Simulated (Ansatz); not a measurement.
Start from `C[SiH2][SiH](O)O` and change one atom or group to get `O[SiH](O)S[SiH3]`.

Ansatz, PBE0-D4/def2-TZVP geometries, multiplicity 1. Each molecule was computed in one conformer, which needn't be the lowest.

```
                                          property  `C[SiH2][SiH](O)O`
           HOMO–LUMO gap (ωB97M-V/def2-TZVPP) / eV               11.33
               LUMO energy (B3LYP/def2-TZVPP) / eV               -0.29
                 LUMO energy (PBE/def2-TZVPP) / eV               -0.87
               HOMO–LUMO gap (PBE/def2-TZVPP) / eV                5.63
                LUMO energy (PBE0/def2-TZVPP) / eV               -0.04
size of the dipole moment (ωB97M-V/def2-TZVPP) / D                2.26
```

(1) What does the change do to each property? (An estimate is asked.)

Results:

(1) The calculation gave: 
```csv
property,`O[SiH](O)S[SiH3]`,shift
HOMO–LUMO gap (ωB97M-V/def2-TZVPP) / eV,11.44,0.11
LUMO energy (B3LYP/def2-TZVPP) / eV,-0.24,0.05
LUMO energy (PBE/def2-TZVPP) / eV,-0.86,0.01
HOMO–LUMO gap (PBE/def2-TZVPP) / eV,5.55,-0.08
LUMO energy (PBE0/def2-TZVPP) / eV,0.00,0.04
size of the dipole moment (ωB97M-V/def2-TZVPP) / D,0.95,-1.31
```

Dipoles are sizes alone; their direction can turn.

B3LYP here is the variant with VWN-RPA as its local correlation; programs differ in this.
